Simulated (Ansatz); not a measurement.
```yaml
crystal:
  periodic: [false, false, false]
  atoms:
    - {symbol: O, position_ang: [-0.987354, 0.113830, -0.169266]}
    - {symbol: Al, position_ang: [0.005192, -0.006825, -0.003901]}
    - {symbol: O, position_ang: [0.465074, 0.256117, 1.052704]}
    - {symbol: O, position_ang: [0.705052, -0.409427, -0.868789]}
    - {symbol: H, position_ang: [-1.569466, 0.307509, 0.234574]}
    - {symbol: H, position_ang: [0.956845, 0.159887, 1.018666]}
    - {symbol: H, position_ang: [0.404269, -0.565560, -1.475850]}
basis:
  gaussian: {orbitals: "6-31++G**"}
hamiltonian: {xc: {name: SPW92}}
```

```sh
$ ansatz run in.yaml --threads 4 --pin off --events-out ev --progress --plain --max-ram 10444MiB
```

It prints (some lines left out):

```
Functional definition: SPW92
881 factors; their error is unknown
mean field evaluation 1: about -12599.3534 eV, gradient 1.6e2 eV
mean field evaluation 2: about -12277.8861 eV, gradient 3.7e2 eV
mean field evaluation 4: about -12639.8437 eV, gradient 1.3e1 eV
mean field evaluation 8: about -12640.1249 eV, gradient 1.2e-1 eV
mean field evaluation 16: about -12640.0772 eV, gradient 8.1e-5 eV
mean field -12640.07719834 eV, -464.5142692869 hartree, gradient 8.6e-5 eV, S^2 0.000000; 0 other end points of the search recorded, 0 dependent functions left out
reference -12640.07728015 eV, -464.5142722934 hartree; 20, 20 occupied and 78, 78 virtual orbitals, 881 factors
Total energy: -12640.07728015 eV, -464.5142722934 hartree
```

Question: Something in this input is off. What?

Answer: The geometry is squeezed to about two thirds of its size. The calculation finished and met its thresholds. The result belongs to that input, not to the molecule as meant.
